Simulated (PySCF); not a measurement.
Excitations are Tamm–Dancoff values on a coarser integration grid. The basis has no diffuse functions, so Rydberg states are missing or too high.

Cartesian coordinates (Å):
SMILES: [SiH3]O[SiH3]
```xyz
9

Si     1.3373     0.1556     0.1004
O     -0.1558     0.0118    -0.5939
Si    -1.7682     0.0550    -0.2330
H      1.4843    -0.8211     1.2245
H      2.3568    -0.1277    -0.9507
H      1.5304     1.5405     0.6322
H     -2.5228    -0.2103    -1.4917
H     -2.0995    -0.9890     0.7863
H     -2.1438     1.3985     0.3081
```
Charge 0, spin multiplicity 1.

Question: Predict the T1 excitation (TDA), HOMO, total energy, S1 excitation (TDA), S1–T1 gap (TDA), LUMO, dipole moment and HOMO–LUMO gap from PBE-D3(BJ)/def2-TZVP (PySCF).

Answer: 
```json
{
 "T1 excitation (TDA)": "5.98 eV",
 "HOMO": "-7.31 eV",
 "total_energy": "-657.5422 Ha",
 "S1 excitation (TDA)": "6.25 eV",
 "S1–T1 gap (TDA)": "0.27 eV",
 "LUMO": "-1.15 eV",
 "dipole_moment": "0.067 e·Å",
 "HOMO–LUMO gap": "6.16 eV"
}
```
